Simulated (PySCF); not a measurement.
**`N[Si@H]([Ge@@H]([C]#N)[SiH3])[SiH3]`, CH10GeN2Si3**

Geometry:
```
atom   x (Å)   y (Å)   z (Å)
  N1  -0.792   0.062  -3.059
  C2  -0.931   0.232  -1.931
 Ge3  -1.069   0.409  -0.024
 Si4  -3.279  -0.252   0.485
 Si5   1.072  -0.351   0.684
  N6   1.203  -1.856  -0.161
 Si7   2.737   1.250   0.355
  H8  -1.042   1.945   0.010
  H9  -3.373  -0.541   1.919
 H10  -4.233   0.811   0.163
 H11  -3.637  -1.457  -0.263
 H12   0.965  -0.791   2.087
 H13   1.004  -1.864  -1.150
 H14   1.986  -2.461   0.026
 H15   3.604   1.383   1.531
 H16   3.620   0.927  -0.772
 H17   2.158   2.570   0.090
```

Computed, not measured: PySCF 2.14.0, TDDFT PBE0/def2-SVPD circular dichroism and optical rotation, one conformer, gas phase. Geometry: GFN2-xTB.

The molecule is flexible and this is one conformer; a measurement averages over conformers. The calculation is non-relativistic, which matters for the atoms heavier than Zn.

(1) Draw the ECD and absorption spectra from the lowest 16 states, each a Gaussian of half-width 0.35 eV at 1/e height.

Answers

(1) 
```
E (eV)  λ (nm)  Δε (L mol⁻¹ cm⁻¹)  ε (L mol⁻¹ cm⁻¹)
  4.38     283              -1.78               348
  4.53     274              -4.82              1020
  4.68     265              -8.42              2150
  4.83     257              -8.24              3380
  4.98     249              -0.92              4170
  5.13     242              +9.52              4190
  5.28     235             +14.71              3410
  5.43     228             +12.38              2240
  5.58     222              +8.41              1580
  5.73     216              +9.91              2710
  5.88     211             +19.24              6860
  6.03     206             +30.63             14000
  6.18     201             +31.41             21200
  6.33     196             +14.74             24700
  6.48     191              -9.91             23300
  6.63     187             -27.06             19400
  6.78     183             -31.27             15600
  6.93     179             -26.50             13000
  7.08     175             -16.60             11400
```
Δε uses R in velocity form, ε uses f in length form. Only the states computed contribute, so the short-wavelength end is incomplete.
